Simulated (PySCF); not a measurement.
**CuO(OH)₂ + 2 HCl → CuOCl₂ + 2 H₂O**

Level: PBE0 in the def2-TZVP basis family, all electrons, no relativity, computed in PySCF with density fitting; open shells unrestricted.

```tsv
species	state and structure	E (Eh)	ZPE (kJ/mol)	H(298 K) − H(0) (kJ/mol)	S° (J/(mol K))
CuO(OH)₂	doublet, C2, Cu–O 1.740 Å, Cu–O 1.743 Å (×2), O–H 0.961 Å (×2); Cu–O–H 116.5° (×2), O–Cu–O 99.0° (×2), O–Cu–O 162.0°	-1866.87842	74.3	18.7	324.9
HCl	singlet, C∞v, H–Cl 1.279 Å	-460.66440	17.9	8.7	186.6
CuOCl₂	quartet, Cs, Cu–Cl 2.074 Å, Cu–Cl 2.213 Å, Cu–O 1.872 Å; Cl–Cu–Cl 158.5°, Cl–Cu–O 68.5°, Cl–Cu–O 133.0°	-2635.51281	9.3	17.9	351.4
H₂O	singlet, C2v, O–H 0.960 Å (×2); H–O–H 105.1°	-76.37736	56.5	9.9	188.7
```

Problem. What is the electronic reaction energy?

Solution. At PBE0/def2-TZVP, ΔE = -158.3 kJ/mol from the differences of the total energies times 2625.5, downhill. 

Problem. Add zero-point, thermal and entropy terms for 298.15 K and 1 bar.

Solution. ΔZPE = 12.2 and Δ[H(298) − H(0)] = 1.6 kJ/mol give ΔH° = -144.5 kJ/mol. ΔS° = 30.7 J/(mol K), so ΔG° = -144.5 − 298.15 × (0.0307) = -154 kJ/mol.

Open d or f shells are single determinants, so the state found may not be the ground state. The structures come from searches over a few start shapes, so lower isomers are not excluded.
